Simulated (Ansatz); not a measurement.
Reaction (SMILES): CC[O][GeH3] [ethoxygermane] -> CC[O][GeH2] + H atom (the Ge-H bond at the site shown breaks; other sites are not compared here)
Each molecule is optimised on its own at B3LYP-D3(BJ)/def2-TZVP (Ansatz, a program for electronic structure), one conformer each, not searched for the lowest.
Geometry of the first species:
```
C
H 1 1.0986
H 1 1.0986 2 107.24
O 1 1.4223 2 110.36 3 -120.24
C 1 1.5150 2 110.02 3 119.64
H 5 1.0908 1 110.38 2 61.18
H 5 1.0908 6 108.32 1 -120.95
H 5 1.0923 6 108.61 7 -117.78
Ge 4 1.7892 1 118.72 2 59.17
H 9 1.5320 4 104.74 1 180.00
H 9 1.5431 10 112.03 4 118.10
H 9 1.5431 10 112.03 11 123.81
```

Property: bond dissociation energy (electronic energy difference), in eV. Valence correlation only, unless marked. UHF or UKS for open shells. No spin-orbit coupling. Frozen are the shells of the preceding noble gas and the d and f shells that filled before the atom's block. Non-relativistic. Basis-set limits of correlation are two-point, X^-3; Hartree-Fock from the larger set.

CCSD(T)/CBS(cc-pVTZ,cc-pVQZ) (Ansatz) gives 3.87 eV.

Q: Another calculation gave 3.74 eV. Which level was it?
A) PBE/def2-TZVPD (Ansatz)
B) wB97X-V/def2-TZVPD (Ansatz)
C) B2PLYP/def2-TZVPD (Ansatz)
D) SVWN5/def2-TZVPD (Ansatz)

A: C, B2PLYP/def2-TZVPD (Ansatz). The others give 3.57 (PBE), 3.97 (SVWN5), 3.86 (wB97X-V) eV.
